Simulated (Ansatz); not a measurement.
`C1CO[SiH2]N1` → `N[Si]1(O)CC1`  (isomerisation)

Program: Ansatz. Geometries: PBE0-D4/def2-TZVP. ΔE: electronic, gas phase. CBS: MP2 limit from def2 TZ/QZ plus the TZ coupled-cluster correction, frozen cores. Functionals use def2-TZVPP. B3LYP here is the variant with VWN-RPA as its local correlation; programs differ in this. Each species was taken in one conformer, which may not be the lowest.

```
             level  ΔE (kcal/mol)
       LDA (SPW92)           -2.3
        r2SCANh-D4           -4.1
           ωB97X-V           -0.5
             B3LYP           -2.5
             BHLYP            0.0
     CCSD/def2-SVP            6.9
    MP2/def2-QZVPP           -4.4
SCS-MP2/def2-QZVPP           -1.8
```

(1) What does CCSD(T)/CBS give? (An estimate is asked.)

(2) What do rigid-rotor, harmonic-oscillator terms from PBE0-D4/def2-TZVP frequencies (298.15 K, 1 bar) make of the CCSD(T)/CBS value? (Estimate.)

Largest T1 diagnostic among the species: 0.011.

Answers

(1) Computed: -2.7 kcal/mol. The listed levels differ from it by 0.4, -1.4, 2.2, 0.2, 2.7, 9.6, -1.7, 0.9 kcal/mol.

(2) Computed: ΔZPE = -0.5 kcal/mol, ΔH = -2.3 kcal/mol, ΔS = 24 J/(mol·K), ΔG = -4.0 kcal/mol.

In def2-TZVPP, CCSD(T) changes the Hartree–Fock value by −5.9 kcal/mol (the triples alone add −0.6 kcal/mol) and MP2 by −8.0 kcal/mol. From BLYP to BHLYP (50 % exact exchange), in def2-TZVPP and without D4, ΔE moves by +4.0 kcal/mol.
